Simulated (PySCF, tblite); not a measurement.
Species: C8H13B.
Structure used (GFN2-xTB), in Å, numbered top down from 1:
```xyz
22
C8H13B angstrom
C      4.4288   -0.5962    1.8155
C      3.4916   -0.2299    1.1505
B      2.3249    0.2465    0.3269
C      1.7250   -0.6971   -0.7390
C      0.5470   -0.5517   -1.3612
C     -0.4401    0.5359   -1.0920
C     -1.3195    0.2132    0.1315
C     -2.1502   -1.0439   -0.1103
C     -2.2256    1.3984    0.4528
H      5.2484   -0.9143    2.3941
H      1.9220    1.3323    0.5120
H      2.3000   -1.5777   -1.0111
H      0.2300   -1.2904   -2.0905
H      0.0861    1.4703   -0.8950
H     -1.0845    0.6771   -1.9623
H     -0.6526    0.0355    0.9826
H     -1.5063   -1.9066   -0.2630
H     -2.7799   -0.9200   -0.9894
H     -2.7925   -1.2448    0.7444
H     -2.8867    1.6117   -0.3850
H     -2.8386    1.1819    1.3250
H     -1.6378    2.2894    0.6620
```

Jobs on this species (22 atoms, 66 electrons) with PySCF (density fitting) and tblite. Hardware of each: Arm Neoverse N1, one thread, no GPU, on a shared host. The host was shared with other jobs, so the times are rough.

```
level and settings                                     work  basis functions  SCF cycles  wall time
          GFN2-xTB            Hessian by finite differences                –           –          ?
     PBE0/pcSseg-1  shieldings, charges and field gradients              218          14       75 s
          GFN2-xTB                        L-BFGS relaxation                –           –      2.2 s
```

Task: Fill in the missing figures.

Result: 
- GFN2-xTB; Hessian by finite differences: 1.5 s

Task: What do all jobs in the table cost together?

Result: About 79 s; the longest takes about 95 % of that, and about 50 times as long as the shortest.
